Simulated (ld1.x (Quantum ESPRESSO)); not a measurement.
Before and after: ultrasoft potential for Sb

```json
{
 "Element": "Sb (Z = 51)",
 "Generator": "ld1.x (Quantum ESPRESSO) 7.5",
 "Type": "ultrasoft",
 "Functional": "Wu–Cohen",
 "Relativity": "scalar-relativistic",
 "Frozen core": "[Kr]",
 "Valence charge": "15",
 "Reference configuration": "4d10 5s2 5p2.5 (charge +0.5)",
 "Partial waves": "5s (bound): rcut 1.50, rcutus 1.85 bohr; 5s channel at 0.4 Ry: rcut 1.50, rcutus 1.85 bohr; 5p (bound): rcut 1.70, rcutus 2.10 bohr; 5p channel at 0.65 Ry: rcut 1.70, rcutus 2.10 bohr; 4d (bound): rcut 1.05, rcutus 1.30 bohr; 4d channel at -2.05 Ry: rcut 1.05, rcutus 1.30 bohr",
 "Local potential": "all-electron potential smoothed inside 1.05 bohr (lloc = -1)",
 "Core correction": "none",
 "Augmentation charge": "PSQ, radius 1.10 bohr"
}
```

Change: waves 4d (bound): rcut 1.05, rcutus 1.22 bohr; 4d channel at -2.05 Ry: rcut 1.05, rcutus 1.22 bohr.

Cutoffs: the cutoffs (Ry, on a coarse ladder) from which the occupation-weighted sum of valence levels, in a spherical-Bessel basis at the reference potential, stays within 10 and 1 mRy of its value at 400 Ry; they do not see the model core or the augmentation charge, which bear on the density cutoff. Errors are all-electron minus pseudo energies relative to the spin-unpolarised reference configuration.

Question: How do hardness, ghosts and transferability respond?

Answer: The potential gets harder (90 Ry and 140 Ry → 100 Ry and 180 Ry); both files keep a bound ghost (p, s); of the 7 tests that both files solve, the error grows in 0 and shrinks in 2 by more than 15 % and 0.3 meV (median size 1.7 → 1.4 meV). A smaller radius makes the pseudo-wave follow the all-electron one further in, where it bends more sharply, so more plane waves are needed.

```tsv
quantity	base	changed
cutoff, loose	90 Ry	100 Ry
cutoff, tight	140 Ry	180 Ry
loose cutoff by channel (10 mRy a level)	s 10 Ry, p 6 Ry, d 55 Ry	s 10 Ry, p 6 Ry, d 70 Ry
bound ghosts	s, p	s, p
error for 4d10 5s2 5p3, meV [ΔE -3.28 eV]	+0.7	+0.7
error for 4d10 5s2 5p2, meV [ΔE 5.08 eV]	-1.4	-1.4
error for 4d10 5s2 5p1, meV [ΔE 21.12 eV]	-7.3	-7.4
error for 4d9 5s2 5p3, meV [ΔE 37.40 eV]	-83	-58
error for 4d10 5s1 5p0, meV [ΔE 89.97 eV]	-41	-42
error for 4d10 5s1 5p3, meV [ΔE 13.86 eV]	-1.7	-1.4
error for 4d10 5s1 5p4, meV [ΔE 4.88 eV]	+0.4	+0.7
s: phases at 2.31 bohr within 0.05 rad from the reference energy up to (Ry; the scan ends near 5)	4.5	4.5
p: phases at 2.31 bohr within 0.05 rad from the reference energy up to (Ry; the scan ends near 5)	to the end of the scan	to the end of the scan
d: phases at 2.31 bohr within 0.05 rad from the reference energy up to (Ry; the scan ends near 5)	to the end of the scan	to the end of the scan
lowest overlap eigenvalue by channel	s 0.31, p 0.37, d 0.94	s 0.31, p 0.37, d 0.96
```

 A true bound ghost makes a file unfit for plane-wave use even where its test errors are small: the radial tests pick states by their node count and pass the ghost by.
